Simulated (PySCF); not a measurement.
How methods differ on the fine-structure interval of Zn³⁺

Zn³⁺ [Ar] 3d9 [3d3/2^4 3d5/2^5, M_J = 5/2] → Zn³⁺ [Ar] 3d9 [3d3/2^3 3d5/2^6, M_J = 3/2], as a difference of total energies. Calculation: PySCF 2.14, in x2c-QZVPPall-2c; the two-component X2C-1e Hamiltonian. Correlated levels: [Ne] frozen; the 8 highest virtual spinors dropped. "Screened" scales the spin-orbit matrix elements by Boettger's factors to mimic the two-electron term; Breit and QED terms are absent.

```
                    method  fine-structure interval (cm⁻¹)
 GHF (screened spin-orbit)                          3011.4
GMP2 (screened spin-orbit)                          3089.1
     GHF (bare spin-orbit)                          4518.1
```
